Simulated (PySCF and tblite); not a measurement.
Values are calculated unless marked as measured or tabulated.
System: C₅H₇F₂NSi, numbered as in [CH:1]#[C:2][Si@H:3]([CH:4]([F:5])[F:6])[N:7]1[CH2:8][CH2:9]1.

For the pyramidal inversion at N7: electronic barrier 2.43 kcal/mol, zero-point change -0.36 kcal/mol, thermal and entropy terms at 350 K a further 0.35 kcal/mol (symmetry numbers apart). The minimum is C1, the saddle C1. Level: PBE0/pcSseg-1 + D3(BJ), IEF-PCM benzene on GFN2-xTB stationary points, with GFN2-xTB thermal terms. Rate constants are transition-state-theory values, counting equivalent paths, without tunnelling. (PySCF 2.14 with density fitting, tblite 0.8.)

(1) How many equivalent paths lead out of the minimum?

(2) Work out the rate at 350 K.

Results:

(1) 1: the symmetry number of the minimum is 1, that of the saddle displaced along its mode 1.

(2) ΔG‡ = 2.42 kcal/mol; k_B T/h = 7.3×10¹² s⁻¹; exp(−ΔG‡/RT) = 0.031; times 1 gives k = 2.3×10¹¹ s⁻¹. Wigner's tunnelling factor for the 154i cm⁻¹ mode would be 1.02.
